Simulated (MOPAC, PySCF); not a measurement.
H3B, SMILES `B`, neutral singlet in the gas phase. 

Cartesian coordinates (Å):
```xyz
4

B     -0.0003    -0.0004     0.0007
H     -0.9000    -0.7749    -0.0022
H     -0.2212     1.1661     0.0009
H      1.1204    -0.3922     0.0006
```
Charge 0, multiplicity 1.

All levels are single points at this geometry (M06-2X/def2-TZVP); Pople sets use spherical d functions. Orbital energies aren't observables, and empty levels follow the basis.

B3LYP/6-31G* in PySCF gives gap (eV) = 7.81.

Question: Estimate the gap (eV) from each of these levels: B3LYP-D3(BJ)/def2-TZVP in PySCF; M06-2X/def2-TZVP in PySCF; PBE-D3(BJ)/def2-TZVP in PySCF; B3LYP/3-21G in PySCF; B3LYP/6-311+G** in PySCF; M06-2X/6-31G* in PySCF; PBE/6-31G* in PySCF; SVWN5/6-31G* in PySCF; HF/STO-3G in PySCF; AM1 in MOPAC; PM3 in MOPAC; PM7 in MOPAC.

Answer: 
```
level                            gap (eV)
-------------------------------  --------
B3LYP-D3(BJ)/def2-TZVP in PySCF      7.53
M06-2X/def2-TZVP in PySCF           10.26
PBE-D3(BJ)/def2-TZVP in PySCF        5.44
B3LYP/3-21G in PySCF                 7.71
B3LYP/6-311+G** in PySCF             7.51
M06-2X/6-31G* in PySCF              10.66
PBE/6-31G* in PySCF                  5.63
SVWN5/6-31G* in PySCF                5.29
HF/STO-3G in PySCF                  19.12
AM1 in MOPAC                        13.47
PM3 in MOPAC                        13.70
PM7 in MOPAC                        11.67
```
